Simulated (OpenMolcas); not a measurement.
## Ag2+ in tetrahedral coordination: ligands and hosts compared

- Program: OpenMolcas
- Method: CASSCF
- Active space: 9 electrons in 5 orbitals (4d)
- Spin-orbit coupling: RASSI with atomic mean-field integrals over the reference wave functions

Distances were set from a Shannon-type radius of the metal (high-spin where two are listed) plus a fixed donor radius (Br 1.91, Cl 1.76, F 1.31 Å). Anionic complexes are neutralised by point charges, and hosts are embedded clusters. Ligand basis ANO-RCC-VDZP. States (labels of Td). Energies in cm-1 above the lowest state or level, χT in cm3 K/mol; under a threefold ground state the first gap can be a small split of the lowest multiplet, not the spin-orbit step; 10Dq is the gap between the two states; 10Dq is negative for this site.

| Ligand or host | R (Å) | Metal basis | Outer charge (e at Å behind ligand) | Ground state | First state of that spin | 10Dq | First gap with spin-orbit (degeneracies) | χT at 300 K |
| --- | --- | --- | --- | --- | --- | --- | --- | --- |
| Br | 2.7 | ANO-RCC-VDZP | 0.5 at 2.6 | 2T2 | 2E 4030 | -4030 | 1060 (2, 4) | 0.571 |
| Cl | 2.55 | ANO-RCC-VDZP | 0.5 at 3.2 | 2T2 | 2E 4256 | -4256 | 1371 (2, 4) | 0.534 |
| F | 2.1 | ANO-RCC-VDZP | 0.5 at 2.8 | 2T2 | 2E 5036 | -5036 | 1610 (2, 4) | 0.551 |

The rows also differ in their outer charges, so part of each step comes from that.

|10Dq| rises in the order Br < Cl < F, by a factor of 1.25 from first to last.

The textbook spectrochemical order of these free ligands is Br < Cl < F, and the calculation follows it.

An orbital triplet at a regular site is open to Jahn-Teller coupling, which can distort the site and quench the lowest spin-orbit gaps and is left out. With metal d orbitals alone the field can be off either way by tens of per cent. Ligand-to-metal charge-transfer states are missing. The least metal-like active orbital is 82 % on the metal (Löwdin) and no ligand orbital is active, so the numbers are rough (holds for Br). No measured value stands beside these numbers; the geometry was imposed, not optimised, and the real ion may take another.
